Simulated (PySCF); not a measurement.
CH3Cl2Si, SMILES C[Si](Cl)Cl, multiplicity 2. Geometry: PBE0-D3(BJ)/def2-SVP. The isomer is the one that the SMILES or the coordinates give; other isomers of the formula were not compared.

**Question.** Give the equilibrium geometry at PBE0-D3(BJ)/def2-SVP (PySCF confirms it by a frequency run) as bond lengths and angles, and its point group. (Estimate from the structure and the level; the computed values follow.)

**Answer.** point group Cs.
Atoms: C1 Si2 Cl3 Cl4 H5 H6 H7. Bonded distances (Å): C1–Si2 1.872, C1–H5 1.102, C1–H6 1.100, C1–H7 1.100, Si2–Cl3 2.074, Si2–Cl4 2.074. Angles (°): Si2–C1–H5 109.1, Si2–C1–H6 110.3, Si2–C1–H7 110.3, H5–C1–H6 109.0, H5–C1–H7 109.0, H6–C1–H7 109.2, C1–Si2–Cl3 108.7, C1–Si2–Cl4 108.7, Cl3–Si2–Cl4 108.8.
Charge 0, spin multiplicity 2.
